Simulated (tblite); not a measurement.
A tight-binding relaxation on `C=CC/[C]=C/C#CC` [radical].

Computed with GFN2-xTB geometry optimisation, gas phase (tblite 0.8.0). Start geometry: from a force field or distance geometry. The command runs a driver script over a list of jobs; the input below is this job's line of settings and its coordinates in Å.

Command:
```bash
OMP_NUM_THREADS=1 python probes_run.py task.json out
```

Input:
```
{"job": {"kind": "relax", "xc": "GFN2-xTB", "basis": "xTB"}, "charge": 0, "multiplicity": 2}
C     -3.630000     0.613100     0.307000
C     -2.759400    -0.333700     0.015100
C     -1.746600    -0.231800    -1.069400
C     -0.415700    -0.321600    -0.453100
C      0.481400     0.634300    -0.678200
C      1.770400     0.517400    -0.069300
C      2.865200     0.422500     0.453000
C      4.194500     0.314000     1.080500
H     -3.632600     1.531200    -0.293500
H     -4.371000     0.537100     1.111200
H     -2.788700    -1.243500     0.647000
H     -1.808000     0.796100    -1.521500
H     -1.954800    -0.961700    -1.849000
H      0.229300     1.472900    -1.333000
H      4.049100     0.213700     2.171600
H      4.731500     1.234100     0.806600
H      4.778600    -0.532800     0.665000
```

Output:
```
step      E/eV     max force
  0    -584.60329    2.026
  1    -584.74320    1.711
  2    -584.78393    3.368
  3    -584.85587    0.830
  4    -584.88154    0.594
  5    -584.90372    0.448
  6    -584.94145    0.489
  7    -584.95435    0.498
  8    -584.96776    0.384
  9    -584.98118    0.337
... (186 lines left out)
196    -585.11682    0.095
197    -585.11739    0.073
198    -585.11802    0.076
199    -585.11867    0.069
200    -585.11848    0.117
201    -585.11898    0.029
202    -585.11910    0.039
203    -585.11923    0.032
204    -585.11930    0.015
205    -585.11932    0.009
```

«max force» is the largest atomic force in eV/Å.

From which step on does the largest force stay under 0.1 eV/Å, and how much energy is left to gain from there?

From step 201 (0.029 eV/Å), 0.3 meV above the end.

Main results: energy lowered by 11.9 kcal/mol over 205 steps; largest atomic force 0.009 eV/Å at the end.

Where do the atoms end?

0.862 Å rms from the input after alignment:
```
atom  x, y, z in Å
C1    -3.5423    0.9110   -0.0477
C2    -2.7552   -0.1425   -0.1636
C3    -1.7490   -0.3226   -1.2694
C4    -0.4014   -0.1158   -0.7493
C5     0.2451    0.2230    0.3324
C6     1.6546    0.3118    0.4307
C7     2.8481    0.3964    0.5499
C8     4.2851    0.4957    0.6785
H9    -3.5428    1.7030   -0.7788
H10   -4.2262    1.0236    0.7766
H11   -2.7560   -0.9224    0.5861
H12   -1.9404    0.3931   -2.0749
H13   -1.8257   -1.3341   -1.6830
H14   -0.2716    0.4758    1.2690
H15    4.5731    0.4198    1.7273
H16    4.6305    1.4528    0.2862
H17    4.7670   -0.3072    0.1203
```

How long does this job take on one thread, Arm Neoverse V2 (aarch64), shared host?

About 1.0 s.
Labels such as C1 count atoms from 1, the log's own numbers from 0.
